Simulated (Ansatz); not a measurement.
Reactions of AlBH6OSi, SMILES `[AlH2][BH]O[SiH3]`.

Program: Ansatz. Geometries: PBE0-D4/def2-TZVP. ΔE: electronic, gas phase. CBS: MP2 limit from def2 TZ/QZ plus the TZ coupled-cluster correction, frozen cores. This one scheme is used for every species. For Ga, Se outer-core shells are correlated without core-valence functions, which leaves a few kJ/mol of doubt a bond. Scalar relativity is left out up to krypton. Each species was taken in one conformer, which may not be the lowest.

(1) Order these by ΔE at CCSD(T)/CBS, lowest first. (Best estimate.)
A. `[AlH2][BH]O[SiH3]` + `C[NH][AlH2]` → `C[N]([AlH2])[AlH2]` + `BO[SiH3]`
B. `[AlH2][BH]O[SiH3]` + HCl → `[SiH3]OBCl` + `[AlH3]`
C. `[AlH2][BH]O[SiH3]` + `[OH][GaH2]` → `[AlH2][O][GaH2]` + `BO[SiH3]`
D. `[AlH2][BH]O[SiH3]` → `O[BH][AlH2]` + `[SiH2]`
E. `[AlH2][BH]O[SiH3]` + CH₃NH₂ → `CN[BH][AlH2]` + silanol
F. `[AlH2][BH]O[SiH3]` + `[AlH2][SeH]` → `[AlH2][Se][SiH3]` + `O[BH][AlH2]`

Largest T1 diagnostic: 0.015, for `[OH][GaH2]`.

## Answers

(1) C (-46.7 kcal/mol), B (-33.5 kcal/mol), A (-30.5 kcal/mol), E (-6.4 kcal/mol), F (+3.6 kcal/mol), D (+75.7 kcal/mol).
